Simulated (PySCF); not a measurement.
This PySCF input asks for the NMR shieldings of SMILES C=C[C@@]12CC[C@@H]1CNC2, C$_{8}$H$_{13}$N; the geometry comes from GFN2-xTB.

```python
import basis_set_exchange as bse
import numpy as np
from pyscf import gto, dft
from pyscf.prop import nmr

atoms = """
C     2.759817   -0.867089   -0.170793
C     1.704807   -0.306143    0.390839
C     0.393571   -0.082849   -0.282779
C    -0.104639   -1.151360   -1.275538
C    -1.412947   -1.279831   -0.483740
C    -0.895238   -0.276333    0.559055
C    -1.592652    1.077325    0.545441
N    -1.144515    1.652940   -0.710968
C     0.273850    1.356684   -0.810236
H     2.737321   -1.230041   -1.184812
H     3.691464   -0.983582    0.356514
H     1.761404    0.062651    1.408579
H     0.498397   -2.056654   -1.271175
H    -0.219989   -0.797010   -2.296669
H    -2.286867   -0.920103   -1.020679
H    -1.612228   -2.275351   -0.092782
H    -0.767029   -0.677664    1.562971
H    -1.281990    1.667298    1.425953
H    -2.681348    0.992610    0.549586
H    -1.334322    2.647153   -0.774556
H     0.897532    2.023471   -0.189198
H     0.605189    1.443264   -1.846846
"""
names = dict.fromkeys(["C", "N", "H"], "pcSseg-1")
basis = {el: gto.basis.parse(bse.get_basis(n, elements=[el], fmt="nwchem")) for el, n in names.items()}
mol = gto.M(atom=atoms, basis=basis, charge=0, verbose=0)
mf = dft.RKS(mol, xc="PBE0")
mf.grids.level = 2
mf.grids.alignment = dft.numint.BLKSIZE   # the property module wants whole blocks of grid points
mf.conv_tol = 1e-9
mf.kernel()

calc = nmr.RKS(mf)   # GIAO
C = mf.mo_coeff
Co = C[:, mf.mo_occ > 0]
resp = mf.gen_response(singlet=True, hermi=2)
def vind(x):   # induced exchange potential for any number of trial vectors
    d = np.einsum("pi,xij,qj->xpq", C, 2 * x.reshape(-1, C.shape[1], Co.shape[1]), Co, optimize=True)
    return np.einsum("xpq,pi,qj->xij", resp(d - d.transpose(0, 2, 1)), C, Co, optimize=True).ravel()
mo1, _ = nmr.rhf.solve_mo1(calc, with_cphf=vind)
sigma = calc.kernel(mo1)
for i, s in enumerate(sigma):   # ppm
    print("%2d %-2s %9.2f" % (i, mol.atom_pure_symbol(i), np.trace(s) / 3))
```

Task: What are the results?

Result: 
```
 0 C      67.61
 1 C      30.79
 2 C     137.26
 3 C     155.81
 4 C     164.65
 5 C     141.90
 6 C     129.26
 7 N     210.76
 8 C     122.54
 9 H      26.45
10 H      26.34
11 H      25.32
12 H      29.44
13 H      29.65
14 H      29.94
15 H      29.70
16 H      29.42
17 H      28.64
18 H      28.66
19 H      31.07
20 H      28.95
21 H      28.71
```

These numbers come from an equivalent density-fitted implementation of the same equations, which agrees with the script to about 0.01 ppm for H and up to a few tenths of a ppm for heavy atoms, so last digits may differ.

Size and cost of the density-fitted run: 218 basis functions, 52 s wall time on 1 thread of an Arm Neoverse V1, shared host; peak memory 1.1 GiB.
